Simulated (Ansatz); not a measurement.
Two isomers of C3H4ClFSi: A = `C#CC[SiH](F)Cl`, B = `FC(Cl)=C=C[SiH3]`.

Calculated with Ansatz (gas phase, PBE0-D4/def2-TZVP geometries, no zero-point term in ΔE). CBS: MP2 limit from def2 TZ/QZ plus the TZ coupled-cluster correction, frozen cores. DFT in def2-TZVPP. B3LYP here is the variant with VWN-RPA as its local correlation; programs differ in this. One conformer a species, not always the lowest.

(1) Which is lower in electronic energy at CCSD(T)/CBS, and by how much? (Best estimate.)

(2) Give E(B) − E(A) in kJ/mol with HF/def2-TZVPP, PBE-D4, CCSD(T)/def2-TZVPP, CCSD/def2-TZVPP, PBE0-D4, ωB97M-V, B3LYP. (Estimate.)

Largest T1 diagnostic: 0.013.

Results:

(1) The calculation gave: A, by 409.6 kJ/mol.

(2) The calculation gave: HF/def2-TZVPP 420.7, PBE-D4 349.6, CCSD(T)/def2-TZVPP 398.3, CCSD/def2-TZVPP 405.8, PBE0-D4 373.2, ωB97M-V 395.0, B3LYP 373.7. None reverses the order clearly.

From PBE to PBE0 (25 % exact exchange), in def2-TZVPP and without D4, E(B) − E(A) moves by +23.8 kJ/mol. The D4 term adds +3.1 kJ/mol with B3LYP and +1.6 kJ/mol with PBE0; it sums over pairs of atoms, weighted by their polarisabilities, and B3LYP, whose exchange is more repulsive, gets the larger term.
